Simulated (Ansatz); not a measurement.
`C#[C][SnH2][CH3]` + H₂ → `[CH3][SnH3]` + `C#C` at 700 K and 1 bar (hydrogenolysis of the Sn–C bond).

Program: Ansatz. Geometries: PBE0-D4/def2-TZVP. ΔE: electronic, gas phase. CCSD(T)/CBS is the MP2 limit (def2-TZVPP, def2-QZVPP) plus CCSD(T) − MP2 in def2-TZVPP, frozen cores. This one scheme is used for every species. def2 core potentials past Kr. For Sn outer-core shells are correlated without core-valence functions, which leaves a few kJ/mol of doubt a bond.

```json
{"species": "`C#[C][SnH2][CH3]`", "CCSD(T)/CBS energy (Eh)": "-331.71794", "H − E (kJ/mol)": "255.6", "S (J/(mol·K))": "463.7"}
{"species": "H₂", "CCSD(T)/CBS energy (Eh)": "-1.17544", "H − E (kJ/mol)": "46.8", "S (J/(mol·K))": "155.3"}
{"species": "`[CH3][SnH3]`", "CCSD(T)/CBS energy (Eh)": "-255.66383", "H − E (kJ/mol)": "202.9", "S (J/(mol·K))": "368.5"}
{"species": "`C#C`", "CCSD(T)/CBS energy (Eh)": "-77.22717", "H − E (kJ/mol)": "102.1", "S (J/(mol·K))": "244.4"}
```

H − E and S are ideal-gas, rigid-rotor, harmonic terms from PBE0-D4/def2-TZVP. The MP2-based limit puts H₂ 0.8 mEh under its directly extrapolated value; such offsets cancel only in part. 1 Eh = 2625.50 kJ/mol, R = 8.31446 J/(mol·K).

Question: By hand: ΔE, ΔH, ΔS and ΔG.

Answer: ΔE = (-255.66383) + (-77.22717) − (-331.71794) − (-1.17544) = 0.00238 Eh = 6.2 kJ/mol. Δ(H − E) = 202.9 + 102.1 − 255.6 − 46.8 = 2.6, so ΔH = 8.8 kJ/mol. ΔS = 368.5 + 244.4 − 463.7 − 155.3 = -6.1 J/(mol·K). ΔG = 8.8 − 700 × (-6.1)/1000 = 13.1 kJ/mol.

Question: By hand: the equilibrium constant, and the temperature at which ΔG would vanish if ΔH and ΔS stayed fixed.

Answer: log₁₀ K = −ΔG/(RT ln 10) = -1.0. ΔH and −TΔS have one sign here, so there is no such temperature.

TΔS isn't small against ΔH here. A doubt of 5 kJ/mol in ΔE shifts log₁₀ K by 0.4 here. These are equilibria of isolated gas molecules and say nothing of rates. Largest T1 diagnostic: 0.013 (customary marks: 0.02 for closed shells, 0.045 for open ones).
